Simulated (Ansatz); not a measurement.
Coupled-cluster run, CH$_{7}$NOSSi, SMILES `NC(S)O[SiH3]`.

```yaml
crystal:
  periodic: [false, false, false]
  atoms:
    - {symbol: N, position_ang: [-1.179406, 0.145881, 0.725917]}
    - {symbol: C, position_ang: [-0.213725, 0.857150, -0.050806]}
    - {symbol: S, position_ang: [0.403621, 2.325640, 0.861480]}
    - {symbol: O, position_ang: [0.861646, 0.038016, -0.378450]}
    - {symbol: Si, position_ang: [0.640507, -1.599282, -0.570943]}
    - {symbol: H, position_ang: [-0.911131, 0.073160, 1.699984]}
    - {symbol: H, position_ang: [-2.105442, 0.542258, 0.655289]}
    - {symbol: H, position_ang: [-0.701881, 1.208269, -0.964906]}
    - {symbol: H, position_ang: [1.406365, 2.613133, 0.016283]}
    - {symbol: H, position_ang: [0.441084, -2.315868, 0.712647]}
    - {symbol: H, position_ang: [1.918686, -2.043699, -1.177558]}
    - {symbol: H, position_ang: [-0.483326, -1.899858, -1.495034]}
basis:
  gaussian: {orbitals: def2-TZVPP}
correlation: {method: ccsd_t}
```

```sh
$ ansatz run in.yaml --threads 4 --pin off --events-out ev --progress --plain --max-ram 10444MiB
```

The program prints (abridged):

```
Functional definition: HF
1608 factors; integrals over basis functions are off by at most 1.1e-3 eV
mean field evaluation 1: about -23338.6304 eV, gradient 4.1e1 eV
mean field evaluation 2: about -23338.9753 eV, gradient 4.2e1 eV
mean field evaluation 4: about -23342.9772 eV, gradient 4.6e0 eV
mean field evaluation 8: about -23343.0576 eV, gradient 3.9e-1 eV
mean field evaluation 16: about -23343.0584 eV, gradient 1.7e-6 eV
mean field -23343.05838747 eV, -857.8415732462 hartree, gradient 1.7e-6 eV, S^2 0.000000; 0 other end points of the search recorded, 0 dependent functions left out
13 core orbitals not correlated: weight in the atoms' cores, before any rotation towards them, 1.000 or more for the frozen orbitals, at most 0.000 for the correlated occupied ones
reference -23343.05838747 eV, -857.8415732462 hartree; 16, 16 occupied and 246, 246 virtual orbitals, 1608 factors
second order -25.19443036 eV of doubles, -0.00000000 eV of singles
cycle   1  -25.78665385 eV  change   -5.9e-1 eV  update   1.1e-1
cycle   2  -26.45374280 eV  change   -6.7e-1 eV  update   3.2e-2
cycle   3  -26.59060675 eV  change   -1.4e-1 eV  update   1.6e-2
cycle   4  -26.57775307 eV  change    1.3e-2 eV  update   3.6e-3
cycle   5  -26.57679995 eV  change    9.5e-4 eV  update   1.6e-3
cycle   6  -26.57724118 eV  change   -4.4e-4 eV  update   4.9e-4
cycle   7  -26.57690484 eV  change    3.4e-4 eV  update   2.0e-4
cycle   8  -26.57686240 eV  change    4.2e-5 eV  update   6.6e-5
cycle   9  -26.57688839 eV  change   -2.6e-5 eV  update   2.5e-5
perturbative correction -1.06971272 eV, -0.0393112175 hartree
Total energy: -23370.70498859 eV, -858.8575670977 hartree
```

It took 6.1 min on 4 threads of an Arm Neoverse N1 on a shared host, with 7.4 GiB of host memory at the peak.

The correlation energy is -27.647 eV, 3.9 % of it from (T); the T1 diagnostic reads 0.0117.
